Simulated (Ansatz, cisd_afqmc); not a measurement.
Species: AlSiH4F, charge 0, singlet. AlSiH4F (SMILES [F][AlH][SiH3]).
B3LYP-D3(BJ)/def2-TZVP minimum from Ansatz (a quantum-chemistry and plane-wave program):
```xyz
7

Al     0.1352    -0.6906    -0.6290
F     -1.4175    -0.7506    -1.2116
H      1.1545    -1.7032    -1.2775
Si     0.5637     0.9620     1.1304
H      0.3079     2.3380     0.6317
H      1.9706     0.9003     1.6025
H     -0.3237     0.7315     2.2992
```
Charge 0, spin multiplicity 1.

Atomisation energy term by term, kcal/mol (programs: Ansatz, cisd_afqmc). Radicals and triplets start from unrestricted determinants; spin-orbit coupling is neglected. Correlated methods leave the cores frozen. Rows without X2C or -DK are non-relativistic. AFQMC is phaseless with a CISD trial state; ± is one standard error, without the phaseless bias. Outlying blocks are dropped, and bars are widened where a walk drifts. Over all cases where full CI ran beside it in this data, AFQMC minus full CI had a median of +0.1 mEh and passed +0.4 mEh in a tenth of the cases. CBS(X,Y): correlation extrapolated as X^-3, Hartree-Fock from the larger set. A bracket is a step between two methods taken in the basis named. '+ core + X2C': CCSD(T) terms for core correlation (cc-pwCVTZ, 1s frozen past Ne) and scalar relativity (cc-pVTZ-DK). Where a partner has so few electrons that a lower coupled-cluster level is exact, that level stands in.

```csv
term,basis,kcal/mol
Hartree-Fock,cc-pV(Q+d)Z,384.37
CCSD correlation,"CBS(cc-pV(T+d)Z,cc-pV(Q+d)Z)",111.47
(T),"CBS(cc-pV(T+d)Z,cc-pV(Q+d)Z)",5.20
CCSDT(Q) - CCSD(T),cc-pV(D+d)Z,0.43
core correlation,cc-pwCVTZ,-0.85
scalar relativity,"X2C, cc-pVTZ-DK",-1.30
sum: De,,499.3
```

The step beyond CCSD(T) by other levels: AFQMC/CISD in cc-pV(D+d)Z 0.48 ± 0.57 kcal/mol.
